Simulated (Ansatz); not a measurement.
# A ladder of methods for GeH3O (SMILES [O][GeH3])

GeH3O has 5 atoms, charge 0, and is taken as a doublet. As SMILES, `[O][GeH3]`. Geometry: optimised at PBE0/def2-SVP.

```xyz
5

O    -1.4464    0.4237    0.7815
Ge    0.0671   -0.0591   -0.0569
H    -0.1582   -0.0903   -1.5783
H     0.5532   -1.4196    0.4715
H     1.0341    1.0716    0.3408
```

Quantity: the dissociation energy of the Ge2–O1 bond into doublet GeH3 and triplet O (shapes relaxed at PBE0/def2-SVP, no zero-point term), in eV. The values are calculated.

```
                level                    kind  program  value (eV)  less CCSD(T)/def2-TZVPP  CPU time (all runs)
     UBLYP/def2-TZVPP                     GGA   Ansatz        3.98                    +0.28                 13 s
  U-r2SCAN/def2-TZVPP                meta-GGA   Ansatz        3.93                    +0.23                 34 s
    UB3LYP/def2-TZVPP           global hybrid   Ansatz        3.84                    +0.14                 12 s
  UPBE0-D4/def2-TZVPP           global hybrid   Ansatz        3.82                    +0.12                 12 s
UCAM-B3LYP/def2-TZVPP  range-separated hybrid   Ansatz        3.90                    +0.20                 13 s
   UB2PLYP/def2-TZVPP           double hybrid   Ansatz        3.81                    +0.11                 16 s
      UMP2/def2-TZVPP     perturbation theory   Ansatz        3.80                    +0.10                 11 s
  UCCSD(T)/def2-TZVPP   coupled cluster or CI   Ansatz        3.70                     0.00                 47 s
```

Differences are taken from UCCSD(T)/def2-TZVPP for orientation; it has basis-set and higher-order errors of its own. All-electron rows without a relativistic Hamiltonian named are non-relativistic. The values span 3.70 to 3.98 eV. Measured bond enthalpies also hold zero-point and thermal terms, a few tenths of an eV less. In the correlated wave-function rows the outer d shell of Ge is correlated, in sets not made for it. CPU times are rough (shared hosts, several kinds of processor): they show what a rung costs within a factor of a few.
